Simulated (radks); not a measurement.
Task: All-electron atom: Ir2+ in [Xe] 4f14 5d7. Method: scalar-relativistic Kohn-Sham, r2SCAN, spin-unpolarised, spherical densities, finite nucleus; meta-GGA in the generalised Kohn-Sham scheme; Fermi nuclear charge, rms radius 5.4032 fm; hard spherical wall at 6 bohr; computed with a radial shooting solver on a logarithmic mesh with Libxc functionals. Some entries of the table are withheld. Estimate them.

| orbital | occ. | eigenvalue (hartree) | r(max) (bohr) | <r> (bohr) |
|---|---|---|---|---|
| 1s | 2 | -2800.899 | 0.01082 | (1) |
| 2s | 2 | (2) | 0.06228 | 0.07360 |
| 2p | 6 | -427.0517 | 0.05138 | 0.06624 |
| 3s | 2 | -115.8483 | 0.1755 | 0.1903 |
| 3p | 6 | -96.91038 | 0.1744 | 0.1912 |
| 3d | 10 | -76.01040 | 0.1422 | 0.1733 |
| 4s | 2 | -25.44968 | 0.3973 | 0.4233 |
| 4p | 6 | -19.21140 | (3) | 0.4502 |
| 4d | 10 | (4) | 0.4263 | 0.4783 |
| 5s | 2 | -4.32270 | 0.8920 | (5) |
| 4f | 14 | -2.95797 | 0.3962 | 0.5351 |
| 5p | 6 | -2.71357 | 1.004 | 1.135 |
| 5d | 7 | -0.89748 | 1.288 | 1.610 |
| 6s | 0 | -0.76620 | 2.255 | 2.513 |
| 6p | 0 | -0.47081 | 2.812 | 3.008 |
| 5f | 0 | 0.00981 | 3.553 | 3.476 |

Result: 
(1) 1s <r> (bohr): 0.01744
(2) 2s eigenvalue (hartree): -491.5202
(3) 4p r(max) (bohr): 0.4173
(4) 4d eigenvalue (hartree): -11.50586
(5) 5s <r> (bohr): 0.9820
